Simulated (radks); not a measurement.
Spherical quantum dot in the effective-mass picture: electrons in a hard-walled sphere of radius 7.37, with a point charge +2 (a donor) at the centre, all in effective atomic units (hartree* = m*/eps^2 hartree, bohr* = eps/m* bohr), one dielectric constant everywhere. Calculated with a radial shooting solver with Libxc functionals: non-relativistic Kohn-Sham, PBE, spin-polarised, spherical densities. Levels are named by radial order and angular momentum (1s, 1p, 1d, 2s, ...), and open shells are averaged over m.

N = 31, configuration 1s2 1p6 1d10 2s2 1f(up 7, down 4). This is the lowest configuration that the search found. Occupied and some empty levels:

level    occupation  eigenvalue (hartree*)  <r> (bohr*)
1s up             1                 4.6382        1.015
1s down           1                 4.6382        1.004
2s up             1                 4.7652        5.519
2s down           1                 4.7790        5.521
1p up             3                 4.7973        5.613
1p down           3                 4.8113        5.604
1d up             5                 4.8652        5.681
1d down           5                 4.8795        5.675
1f up             7                 4.9632        5.749
1f down           4                 4.9778        5.744
1g up             0                 5.0896        5.814
1g down           0                 5.1044        5.811
2p up             0                 5.3566        3.718
2p down           0                 5.3622        3.698
2d up             0                 5.5405        4.253
2d down           0                 5.5484        4.243

Energy (hartree*): total 71.7989, kinetic 15.909, external -17.171, Hartree 81.792, exchange-correlation -8.7310.
